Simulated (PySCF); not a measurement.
Field gradients at the hydrogen positions

Species: C7H11O2P.
Geometry (GFN2-xTB, Å), atoms numbered from 1 in this order:
```
atom  x, y, z in Å
C1     2.394   -0.762   -1.714
C2     2.027   -0.339   -0.652
P3     1.591    0.221    0.982
O4     2.245   -0.521    2.064
O5     2.039    1.771    0.971
C6    -0.237    0.297    0.993
C7    -0.770    1.202   -0.126
C8    -1.859    0.379   -0.813
C9    -1.348   -1.053   -0.689
C10   -0.804   -1.107    0.738
H11    2.694   -1.122   -2.656
H12    2.773    1.869    1.580
H13   -0.513    0.661    1.987
H14    0.033    1.419   -0.834
H15   -1.143    2.150    0.258
H16   -2.803    0.482   -0.276
H17   -2.016    0.681   -1.847
H18   -0.540   -1.220   -1.402
H19   -2.126   -1.795   -0.864
H20   -1.612   -1.324    1.439
H21   -0.035   -1.873    0.860
```

Level: PBE0/pcSseg-1 (PySCF, non-relativistic); Q(2H) = 0.00286 b; rigid geometry, the same for H and D, with no vibrational averaging.

Task: Rank these positions by the coupling χzz of a deuteron there, largest first.
A. H11 (alkyne hydrogen)
B. H17 (methylene hydrogen)
C. H12 (hydroxyl hydrogen)
D. H14 (methylene hydrogen)
E. H16 (methylene hydrogen)

Result: C (323 kHz), A (259 kHz), B (210 kHz), E (205 kHz), D (199 kHz).

Task: Tabulate Vzz, the asymmetry η and χzz = 234.96 MHz × Q × Vzz for every hydrogen position.

Result: 
```csv
atom,bonded to,bond length (Å),Vzz (au),η,χzz (kHz)
H11,C1,1.052,0.3859,0.01,259
H12,O5,0.959,0.4809,0.10,323
H13,C6,1.094,0.3006,0.02,202
H14,C7,1.092,0.2965,0.06,199
H15,C7,1.089,0.3107,0.02,209
H16,C8,1.092,0.3052,0.00,205
H17,C8,1.089,0.3125,0.00,210
H18,C9,1.091,0.3024,0.00,203
H19,C9,1.089,0.3124,0.01,210
H20,C10,1.091,0.3056,0.02,205
H21,C10,1.092,0.2997,0.05,201
```

Task: Average by the element that carries the hydrogen.

Result: on C: 210 kHz over 10 positions, mean bond length 1.087 Å; on O: 323 kHz over 1 position, mean bond length 0.959 Å.

Task: How does χzz go with the bond length over the 10 C–H bonds?

Result: A straight-line fit has a slope of -14.0 kHz for each 0.01 Å, with a correlation coefficient of -0.99, over lengths from 1.052 to 1.094 Å. The longer bonds have the smaller couplings here.

Task: Give the 2H NMR doublet splittings at H19 for a magnetic field along the z, y and x axes of the gradient: 3χ/2, 3χ(1 + η)/4, 3χ(1 − η)/4.

Result: With |χ| = 209.9 kHz and η = 0.005: 315, 158 and 157 kHz, to first order and without motion.

One conformer (not necessarily the lowest) at the GFN2-xTB geometry, without solvent, vibrations or thermal averaging. GFN2-xTB bond lengths can be off by several hundredths of an ångström, more for odd bonds, and the gradients follow them. With so small a basis the couplings can be 20 % off.
